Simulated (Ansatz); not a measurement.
Computed with Ansatz on PBE0-D4/def2-TZVP structures; ΔE is electronic, products minus reactants. CBS: MP2 limit from def2 TZ/QZ plus the TZ coupled-cluster correction, frozen cores. This one scheme is used for every species. Functionals use def2-TZVPP. Elements past krypton have def2 core potentials. For Sb outer-core shells are correlated without core-valence functions, which leaves a few kJ/mol of doubt a bond. Each species was taken in one conformer, which may not be the lowest.

Consider the hydrogenolysis of the Sb–N bond: `[NH2][SbH][NH2]` + H₂ → `[NH2][SbH2]` + NH₃.

`[NH2][SbH][NH2]`:

```xyz
8

N     1.338    0.377    0.550
Sb   -0.442   -0.577    0.788
N    -1.372    0.532   -0.623
H     1.586    0.955    1.342
H     2.103   -0.258    0.366
H     0.126   -1.882   -0.195
H    -2.370    0.379   -0.680
H    -0.968    0.475   -1.548
```

H₂:

```xyz
2

H    -0.344    0.117   -0.085
H     0.344   -0.117    0.085
```

`[NH2][SbH2]`:

Cartesian coordinates in Å:
```
N -0.124 0.947 -0.445
Sb -0.289 -0.418 1.056
H 0.342 0.595 -1.272
H -1.032 1.297 -0.722
H -0.301 -1.867 0.124
H 1.404 -0.555 1.259
```

NH₃:

```xyz
4

N     0.124    0.246   -0.058
H     0.656   -0.536   -0.418
H     0.023    0.103    0.939
H    -0.803    0.186   -0.462
```

```
             level  ΔE (kJ/mol)
              BLYP        -29.7
RPA@PBE/def2-TZVPP        -29.5
```

Problem. What does CCSD(T)/CBS give? (Best estimate.)

Solution. Ansatz gave: -23.9 kJ/mol. The listed levels differ from it by -5.8, -5.6 kJ/mol.

Problem. What do rigid-rotor, harmonic-oscillator terms from PBE0-D4/def2-TZVP frequencies (298.15 K, 1 bar) make of the CCSD(T)/CBS value? (An estimate is asked.)

Solution. Computed: ΔZPE = +15.0 kJ/mol, ΔH = -11.9 kJ/mol, ΔS = 23 J/(mol·K), ΔG = -18.6 kJ/mol.

Largest T1 diagnostic among the species: 0.014.

In def2-TZVPP, CCSD(T) changes the Hartree–Fock value by +19.6 kJ/mol (the triples alone add +5.3 kJ/mol) and MP2 by +27.6 kJ/mol. The D4 term adds +7.4 kJ/mol with B3LYP and +3.9 kJ/mol with PBE0; it sums over pairs of atoms, weighted by their polarisabilities, and B3LYP, whose exchange is more repulsive, gets the larger term.

B3LYP here is the variant with VWN-RPA as its local correlation; programs differ in this.
